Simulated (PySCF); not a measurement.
Checking a proposed structure

A compound C7H11FOSi gives the data below (simulated from a calculation) and was assigned the structure `CC#C/C=C(\C)O[SiH2]CF`.

13C{1H} NMR (computed): δ 172.0 (C), 148.3 (C), 54.1 (CH3), 12.5 (CH), 12.0 (CH2), 6.7 (CH2), 6.0 (CH2).

1H NMR (300 MHz, computed): δ 5.43 (m, 1H), 3.99 (s, 3H), 2.11 (m, 1H), 0.93 (m, 1H), 0.81 (m, 1H), 0.77 (m, 1H), 0.75 (m, 1H), 0.69 (m, 1H), 0.67 (m, 1H).

PySCF calculation with shieldings: GIAO PBE0/pcSseg-1 and GFN2-xTB structure; no relativistic terms, isolated molecule, one averaged value for each set of equivalent atoms, single conformer.

Scale: TMS for 1H (31.72 ppm), 13C (186.93 ppm) (reference shieldings calculated alike).

Task: Compare with the shifts computed for the proposed structure, pairing carbons in order of shift.

Result: Mapped SMILES: `[CH3:1][C:2]#[C:3]/[CH:4]=[C:5](\[CH3:6])[O:7][SiH2:8][CH2:9][F:10]`. Hydrogens are named by the atom that carries them.

| atom | computed for proposal | given list | difference |
| --- | --- | --- | --- |
| C5 | 167.1 | 172.0 | -4.9 |
| C2 | 99.4 | 148.3 | -48.9 |
| C4 | 98.1 | 54.1 | +44.0 |
| C3 | 82.3 | 12.5 | +69.8 |
| C9 | 76.9 | 12.0 | +64.9 |
| C6 | 19.2 | 6.7 | +12.5 |
| C1 | 5.9 | 6.0 | -0.1 |

The rms difference is 44.1 ppm and the largest +69.8 ppm at C3 (alkyne carbon). The carbon types in order of shift don't match either: C, C, CH, C, CH2, CH3, CH3 for the proposal against C, C, CH3, CH, CH2, CH2, CH2 in the data. The proposal doesn't fit.

Task: Which isomer fits?

Result: `CO[Si@H]1CC(C2CC2)=C1F`.

Carbon types of the structure: 2 × C, 1 × CH, 3 × CH2, 1 × CH3, leaving 1 H on heteroatoms. δC 172.0, 148.3: fully substituted alkene carbon. δC 54.1: methyl carbon bonded to O; the inductive effect lowers its shielding. δC 12.0: allylic sp3 CH2 bonded to Si; an electropositive neighbour leaves it electron-rich and shielded. δH 3.99: hydrogen on a methyl carbon bonded to O; its carbon carries O, an electronegative neighbour.

The shifts were computed for this structure.

Splittings by 19F in the carbon and heteronuclear signals aren't shown, as no couplings were computed. Shifts are as computed. Against solution values, carbons near 30 ppm lie about +3 ppm off and those near 130 ppm about +5 ppm. Of 1211 compounds with measured shifts, 218 miss one by over three times the rms of a fit or turn the order of signals round; such compounds aren't used in these exercises. Multiplicities follow the n + 1 count of equivalent neighbours, as no J values were calculated; m marks all less simple cases, F and P coupling included.
